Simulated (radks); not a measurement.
Task: The mean radii <r> (bohr) of the occupied orbitals of an atom or ion are listed with their occupations. Calculated with a radial shooting solver on a logarithmic mesh with Libxc functionals: Dirac Kohn-Sham, BLYP, spin-unpolarised, spherical densities, finite nucleus; Fermi nuclear charge, rms radius of each element as measured or else 0.836 A^(1/3) + 0.57 fm.

| orbital | occ. | <r> |
|---|---|---|
| 1s1/2 | 2 | 0.01744 |
| 2s1/2 | 2 | 0.07297 |
| 2p1/2 | 2 | 0.06017 |
| 2p3/2 | 4 | 0.06848 |
| 3s1/2 | 2 | 0.1899 |
| 3p1/2 | 2 | 0.1801 |
| 3p3/2 | 4 | 0.1954 |
| 3d3/2 | 4 | 0.1705 |
| 3d5/2 | 6 | 0.1751 |
| 4s1/2 | 2 | 0.4233 |
| 4p1/2 | 2 | 0.4266 |
| 4p3/2 | 4 | 0.4604 |
| 4d3/2 | 4 | 0.4719 |
| 4d5/2 | 6 | 0.4832 |
| 5s1/2 | 2 | 0.9786 |
| 5p1/2 | 2 | 1.065 |
| 4f5/2 | 6 | 0.5315 |
| 4f7/2 | 8 | 0.5392 |
| 5p3/2 | 4 | 1.164 |
| 5d3/2 | 2.8 | 1.638 |
| 5d5/2 | 4.2 | 1.705 |
| 6s1/2 | 1 | 2.715 |

Name the element and its charge. Open shells, if any, are shared by 2j + 1.

Result: Z = 77, iridium, charge +1: Ir+ in [Xe] 4f14 5d7 6s1. The 1s radius gives Z: for a bare nucleus <r> = (2 gamma + 1)/(2Z) with gamma = sqrt(1 - (Z/c)^2), 0.01724 bohr for Z = 77, and screening makes it slightly larger (0.01744 here). The occupations add up to 76, and the charge is Z minus that.
